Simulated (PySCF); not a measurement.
1,1,1-ethanetricarbonitrile, C₅H₃N₃.
Cartesian coordinates in Å at the GFN2-xTB level; atoms count from 1:
```
atom  x, y, z in Å
C1    -1.1847   -0.3500    0.2539
C2     0.2634    0.0782   -0.0594
C3     0.9694   -0.9875   -0.7624
N4     1.5052   -1.8318   -1.3097
C5     0.2728    1.2708   -0.8995
N6     0.2586    2.2024   -1.5563
C7     0.9852    0.3754    1.1729
N8     1.5298    0.6039    2.1480
H9    -1.7029    0.4504    0.7791
H10   -1.7126   -0.5683   -0.6727
H11   -1.1787   -1.2406    0.8799
```

Computed at PBE0/pcSseg-1 (PySCF, non-relativistic), with Q(14N) = 0.02044 b: N4, 14N (I = 1): χzz = -4.906 MHz, η = 0.042.

(1) Where would the pure quadrupole (NQR) lines of 14N at N4 fall for the rigid, isolated species?

## Answers

(1) From ν± = (3/4)|χ|(1 ± η/3) and ν0 = |χ|η/2: ν+ 3.732 MHz, ν− 3.628 MHz, ν0 0.104 MHz (nitrile nitrogen).

In a crystal, neighbours and librations shift these lines. GFN2-xTB bond lengths can be off by several hundredths of an ångström, more for odd bonds, and the gradients follow them. These gradients aren't converged with respect to the basis.
